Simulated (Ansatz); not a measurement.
diarsenic cation (As₂), SMILES [As]#[As] (connectivity only; charge and spin as stated), charge +1, multiplicity 2.

Geometry optimised at PBE0-D3(BJ)/def2-TZVP. The multiplicity is an assumed one; other spin states were not compared.

Two levels are set side by side: PBE/def2-TZVPD (Ansatz, an electronic-structure program) and PBE0/def2-TZVPD (Ansatz). Energy differences of separate SCF runs at the same geometry; the states with an electron removed or added have multiplicity 3 and 1. Differences are taken from unrounded values.

```tsv
quantity	PBE0	PBE	PBE minus PBE0
vertical ionisation energy (eV)	16.17	16.23	0.07
vertical electron affinity (eV)	9.48	9.53	0.05
```

Here PBE gives about what the other level gives.
